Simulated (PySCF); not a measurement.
C3O3Ru, SMILES [O+]#[C-]->[Ru](<-[C-]#[O+])<-[C-]#[O+], multiplicity 1. Atoms are numbered in the order given.

```xyz
7

Ru    -0.3526    -0.3601     0.0000
O      0.7692    -0.4893     2.8315
C      0.2268    -0.4374     1.8232
O      0.7692    -0.4893    -2.8315
C      0.2268    -0.4374    -1.8232
O      0.1027     2.5541     0.0000
C     -0.0559     1.4150     0.0000
```
Charge 0, spin multiplicity 1.

The structure is a stationary point at PBE0-D3(BJ)/def2-SVP. The multiplicity is an assumed one; other spin states were not compared. The def2 effective core potentials stand for the cores of Ru; spin–orbit coupling is left out.

These are M06-2X/def2-TZVP (PySCF) values and carry that method's errors.

ESP charges are fitted to the potential on shells at 1.4 to 2.0 van der Waals radii. Atomic charges (e):

```csv
atom,Löwdin,ESP fit,Mulliken
Ru1,0.06,0.21,0.41
O2,0.25,-0.19,-0.08
C3,-0.26,0.18,-0.06
O4,0.25,-0.19,-0.08
C5,-0.26,0.18,-0.06
O6,0.24,-0.07,-0.12
C7,-0.29,-0.12,-0.01
```
